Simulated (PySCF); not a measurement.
Relaxation of singlet IOCl₃

These are results of B3LYP in PySCF with I def2-SVP with ECP28, O def2-SVP, Cl def2-SVP; scalar-relativistic core potentials, no spin–orbit coupling; density-fitted integrals, not measurements. A (50,194) grid was used.

A hand-made square planar start, of C2v symmetry, held to at least that symmetry:

```xyz
5
charge 0 multiplicity 1, angstrom
I     0.0000   -0.2073    0.0000
O     0.0000   -2.0673    0.0000
Cl    2.3200   -0.2073    0.0000
Cl    0.0000    2.1127    0.0000
Cl   -2.3200   -0.2073    0.0000
```

**Question.** What forces act on the atoms at the start (eV/Å)?

**Answer.** 
```tsv
atom	Fx	Fy	Fz
I1	0.00	-3.30	0.00
O2	0.00	-0.62	0.00
Cl3	2.69	0.14	0.00
Cl4	0.00	3.65	0.00
Cl5	-2.69	0.14	0.00
```

**Question.** What does it relax to?

**Answer.** It ends at C2v with I–Cl 2.494 Å (×2), I–Cl 2.608 Å, I–O 1.851 Å; Cl–I–Cl 87.3° (×2), Cl–I–Cl 174.6°, Cl–I–O 92.7° (×2), Cl–I–O 180.0° (after a last refinement on a finer grid). A frequency run shows 2 imaginary modes, down to 261i cm⁻¹, so it is a higher-order saddle point. Other isomers or separated fragments may lie lower.

**Question.** How much energy is released, and in how many steps?

**Answer.** 81.2 kJ/mol in 6 steps.

The relaxation took of the order of 40 core-seconds on a shared host.
